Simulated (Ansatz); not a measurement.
Ideal-gas functions of `FC(F)=CC(F)F` at 500 K and 1 bar, from an Ansatz frequency run at PBE0-D4/def2-TZVP.

Molar mass 114.04 g/mol, point group Cs (symmetry number 1), electronic degeneracy 1, moments of inertia 93.679, 375.215, 378.697 u Å². Harmonic wavenumbers (cm⁻¹, unscaled): 55, 136, 180, 366, 482, 530, 558, 631, 658, 829, 973, 1090, 1099, 1162, 1253, 1358, 1366, 1450, 1823, 3109, 3246.

Use S(trans) = R[1.5 ln M + 2.5 ln T − 1.1517]; rotational temperatures θ = 24.2544 K / I; S(rot) = R[ln(√π/σ · √(T³/θAθBθC)) + 1.5]; for each mode x = 1.438777 ν̃/T, S = R[x/(eˣ − 1) − ln(1 − e⁻ˣ)] and H = RT x/(eˣ − 1); 1 cm⁻¹ = 0.0119627 kJ/mol; R = 8.31446 J/(mol·K).

Task: By hand: the entropy, in J/(mol·K).

Result: Translation 178.7. Rotation: θ = 0.2589, 0.0646, 0.064 K, giving 123.2. Vibration, mode by mode: 23.65, 16.17, 13.88, 8.26, 6.23, 5.57, 5.22, 4.41, 4.15, 2.81, 2.03, 1.55, 1.52, 1.32, 1.07, 0.83, 0.82, 0.67, 0.27, 0.01, 0.01, in all 100.4. Electronic 0.0. Sum 402.3 J/(mol·K).

Task: By hand: H − E and G − E in kJ/mol, counted from the electronic energy.

Result: Zero-point energy ½ × 22354 × 0.0119627 = 133.7; thermal vibration 25.9; translation, rotation and pV give 4 RT = 16.6. H − E = 176.2 kJ/mol, and G − E = 176.2 − 500 × 402.3/1000 = -25.0 kJ/mol.

Vibration gives 25 % of the entropy, 39.8 J/(mol·K) of it from the modes under 150 cm⁻¹: soft modes count most, and the harmonic formula is weakest for them. The sum counts one conformer and one mirror image; others add a mixing term.
